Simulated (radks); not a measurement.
The numbers below are computed, except where a source is named.
Er III, configuration [Xe] 4f12. Code: a radial shooting solver on a logarithmic mesh with Libxc functionals. Model: scalar-relativistic Kohn-Sham, XLYP, spin-unpolarised, spherical densities, finite nucleus; Fermi nuclear charge, rms radius 5.2516 fm.

Unscreened Slater integrals over Kohn-Sham orbitals (eV).

integral    value
F0(4f,4f)  31.437
F2(4f,4f)  14.478
F4(4f,4f)  8.9993
F6(4f,4f)  6.4515
F0(4f,5p)  19.731
F2(4f,5p)  6.6962
G2(4f,5p)  3.6673
G4(4f,5p)  2.7658
F0(4f,5s)  22.513
G3(4f,5s)  4.3015
F0(4f,4d)  35.847
F2(4f,4d)  16.837
F4(4f,4d)  10.678
G1(4f,4d)  19.695
G3(4f,4d)  12.334
G5(4f,4d)  8.7108
F0(5p,5p)  16.483
F2(5p,5p)  8.8285
F0(5p,5s)  17.796
G1(5p,5s)  11.774
F0(5p,4d)  20.819
F2(5p,4d)  5.5221
G1(5p,4d)  1.4875
G3(5p,4d)  1.4459
F0(5s,5s)  19.565
F0(5s,4d)  24.098
G2(5s,4d)  2.4406
F0(4d,4d)  41.984
F2(4d,4d)  21.306
F4(4d,4d)  14.245

Derived for the open shells (J is the average intra-shell exchange parameter used in DFT+U). 4f: F4/F2 = 0.622, F6/F2 = 0.446, J = (286 F2 + 195 F4 + 250 F6)/6435 = 1.167 eV.
